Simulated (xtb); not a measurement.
Cl3Tl, SMILES [Cl][Tl]([Cl])[Cl]. All values are semi-empirical tight-binding results from xtb (GFN2-xTB unless named), good for trends rather than for accurate numbers. Coordinates come from a GFN2-xTB optimisation.

Optimised geometry:

Bonded distances (Å): Tl1–Cl2 2.510, Tl1–Cl3 2.510, Tl1–Cl4 2.510. Angles (°): Cl2–Tl1–Cl3 120.0, Cl2–Tl1–Cl4 120.0, Cl3–Tl1–Cl4 120.0.

For metal compounds this method's bond lengths and energies can be far off.

Q: Estimate the properties. (Estimate from the structure and the level; the computed values follow.)

A: 
| Quantity | Value |
|---|---|
| point group as xtb finds it | D3h |
| orbital gap | 1.89 eV |
| zero-point energy | 1.0 kcal/mol |
| G − E(el) at 298.15 K (modified RRHO) | -20.3 kcal/mol |

Computed atomic charges and the Wiberg bond orders between heavy atoms:
charges (e) Tl1 0.51, Cl2 -0.17, Cl3 -0.17, Cl4 -0.17. Bond orders Tl1–Cl2 0.53, Tl1–Cl3 0.53, Cl2–Cl3 0.31, Tl1–Cl4 0.53, Cl2–Cl4 0.31, Cl3–Cl4 0.31.
